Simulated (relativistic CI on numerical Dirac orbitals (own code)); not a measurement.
## Ti³⁺ in a cubic cluster: 2p photoemission with charge transfer

Computed with a charge-transfer multiplet model of a cubic metal-ligand cluster with up to 2 ligand holes, Slater and spin-orbit integrals from Dirac-Coulomb-Breit ions, Slater integrals scaled by 0.8. The ground state mixes d1 with configurations of k ligand holes L, whose averages lie at kΔ + k(k − 1)U_dd/2; a core hole lowers each added d electron by U_cd. 20 K, Lorentzian 0.6 eV and Gaussian 0.8 eV FWHM.

Atomic integrals in eV (Slater integrals scaled, ζ unscaled), ground: F2dd 6.578, F4dd 4.090, zeta_d 0.017; with the core hole: F2dd 6.578, F4dd 4.090, zeta_d 0.032, zeta_core 3.741, F2cd 5.066, G1cd 3.785, G3cd 2.149. Where a configuration has fewer than two d electrons, the dd integrals are those of d2.

Cluster parameters (eV): Δ = 5, U_dd = 5.2, 10Dq = 1.45, 10Dq(ligand) = 0.7, V(eg) = 2.35, V(t2g) = -1.25, final-state hopping factor = 0.8.

| Case | n_d | d1 | d2L | d3L2 | S |
| --- | --- | --- | --- | --- | --- |
| U_cd = 6.5 eV | 1.47 | 0.58 | 0.37 | 0.05 | 0.50 |
| U_cd = 7.1 eV | 1.47 | 0.58 | 0.37 | 0.05 | 0.50 |
| U_cd = 8.3 eV | 1.47 | 0.58 | 0.37 | 0.05 | 0.50 |

Weights, n_d and S are thermal averages at 20 K. Binding energies count from the first peak over 30 % of the highest in each spectrum, which can be another peak from case to case. The parameters are a model scan and need not match a compound or its usual spin state. Peaks in eV (height, largest 100):
- U_cd = 6.5 eV: 0.0 (100), 3.3 (14), 6.1 (39), 8.3 (24), 14.3 (8)
- U_cd = 7.1 eV: 0.0 (100), 3.3 (14), 6.4 (40), 8.6 (28), 14.7 (10)
- U_cd = 8.3 eV: 0.0 (100), 3.1 (15), 6.5 (41), 9.0 (36), 15.2 (15)

For the case U_cd = 6.5 eV, Δ = 5 eV is smaller than U_dd = 5.2 eV, the charge-transfer side of the Zaanen-Sawatzky-Allen scheme. With the core hole the configuration with one ligand hole lies at Δ − U_cd = -1.5, -2.1, -3.3 eV from the one without, in the order of the table; where this is negative the screened configuration lies lower, though the effective hopping of about 4.2 eV (from the holes of the mixed ground state) mixes the two strongly wherever it is as large as the gap.
